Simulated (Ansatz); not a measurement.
Heat of formation of C3H7Br (1-bromopropane) from total energies

The species is C3H7Br (11 atoms), meant as a singlet with charge 0. SMILES: `CCCBr`. Geometry: relaxed at PBE0-D4/def2-TZVP. This is one conformer, not always the lowest.

Total energies at MP2/def2-SVP, 12 core orbitals frozen (Ansatz 0.2.0); the atoms run unrestricted:

| species | state | energy (Eh) |
| --- | --- | --- |
| C3H7Br | singlet | -2690.367981 |
| C | triplet | -37.695318 |
| Br | doublet | -2572.288839 |
| H | doublet | -0.499278 |

Harmonic wavenumbers at B3LYP/6-31G*, in cm⁻¹: 125, 201, 279, 399, 553, 788, 853, 902, 1051, 1067, 1106, 1238, 1275, 1333, 1398, 1444, 1503, 1506, 1529, 1536, 3022, 3052, 3082, 3113, 3119, 3134, 3177.

Measured heats of formation of the gaseous atoms at 298.15 K, in kJ/mol: C 716.9, Br 111.9, H 218.0. Spin-orbit lowering of the atoms at 298 K (mean of the ground term's levels less their thermal mean, from spectra), in kJ/mol: C 0.02, Br 14.69. Take 1 Eh = 2625.50 kJ/mol, 1 cm⁻¹ = 0.0119627 kJ/mol, RT = 2.479 kJ/mol.

Problem. Work out the heat of formation of the gas at 298 K.

Solution. 
1. Electronic atomisation energy: 3 × (-37.695318) + (-2572.288839) + 7 × (-0.499278) − (-2690.367981) = 1.498242 Eh = 3933.6 kJ/mol.
2. Zero-point energy: half the sum of the wavenumbers, 20892.5 cm⁻¹ = 249.9 kJ/mol.
3. Thermal vibrational enthalpy, Σ hcν̃/(exp(hcν̃/kT) − 1): 6.7 kJ/mol. Translation, rotation and pV of a non-linear molecule: 4 RT = 9.9 kJ/mol.
4. The 11 free atoms carry 5/2 RT each: 68.2 kJ/mol.
5. Spin-orbit coupling lowers the free atoms by 3 × 0.02 + 14.69 = 14.8 kJ/mol.
6. Atomisation enthalpy at 298 K: 3933.6 − 14.8 − 249.9 − 6.7 − 9.9 + 68.2 = 3720.5 kJ/mol.
7. Sum of the atoms' heats of formation: 3788.6 kJ/mol. Heat of formation: 3788.6 − 3720.5 = +68.1 kJ/mol.

The tabulated value is -87.0 kJ/mol (CRC Handbook of Chemistry and Physics), so this level is off by +155.1 kJ/mol, or 4.0 % of the atomisation enthalpy. Perturbation theory converges slowly with the basis for atomisation. Relativity is left out. A double-zeta basis underbinds. Anharmonicity and any spin-orbit splitting of the molecule are left out, and so is core correlation.
